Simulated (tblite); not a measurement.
Compound: C₇H₁₂NP.
SMILES with atom numbers: `[CH3:1][CH2:2][C@@H:3]1[CH2:4][P:5]1[CH2:6][CH2:7][C:8]#[N:9]` (hydrogens: H10, H11, H12 on C1; H13, H14 on C2; H15 on C3; H16, H17 on C4; H18, H19 on C6; H20, H21 on C7)

Cartesian coordinates in Å at the GFN2-xTB level; atoms count from 1:
```
atom  x, y, z in Å
C1    -3.3346    0.8749   -0.1886
C2    -2.3266   -0.1338    0.3556
C3    -0.9335    0.1906   -0.1303
C4    -0.5277   -0.2482   -1.5087
P5     0.3545   -1.1423   -0.1570
C6     1.9042   -0.0738   -0.0362
C7     3.0386   -0.8905    0.5947
C8     4.2308   -0.0911    0.7052
N9     5.1622    0.5676    0.7808
H10   -4.3377    0.6346    0.1543
H11   -3.0869    1.8790    0.1498
H12   -3.3284    0.8691   -1.2763
H13   -2.3495   -0.1184    1.4480
H14   -2.5995   -1.1408    0.0307
H15   -0.5879    1.1739    0.1776
H16    0.0432    0.4348   -2.1240
H17   -1.2495   -0.8324   -2.0652
H18    1.7042    0.8082    0.5777
H19    2.2037    0.2585   -1.0336
H20    2.7514   -1.2329    1.5934
H21    3.2600   -1.7700   -0.0173
```

Method: GFN2-xTB as coded in tblite; computed harmonic values from a numerical Hessian at the method's own geometry, unscaled. The method is semi-empirical: single wavenumbers can be off by several per cent or more. One conformer, not necessarily the lowest. The optimisation stopped once no atom felt more than 0.01 eV/Å.

Lowest wavenumbers of the output (negative numbers stand for imaginary wavenumbers):
```
mode    cm-1
  1     -56.8
  2      44.9
  3      69.4
  4      94.6
  5     154.1
  6     162.5
  7     220.1
  8     238.3
```

Is this structure a minimum?

Not by this Hessian. 1 mode is imaginary beyond 20i (57i cm⁻¹), so at this level the point lies at or near a first-order saddle. The curvature is small, so loose convergence or finite differences may be the whole cause.

Which atoms move in the imaginary mode?

57i: C7 (sp3 carbon next to a nitrile) 21 %, C6 (sp3 carbon bound to phosphorus) 19 %, H18 (methylene hydrogen) 10 %. These are shares of the mass-weighted motion.

What is the remedy?

Step along that mode in both directions, optimise again with tighter thresholds and repeat the frequencies. The zero-point energy of this point (108.6 kcal/mol) counts the 56 real modes alone, and thermal corrections from it aren't those of a minimum.
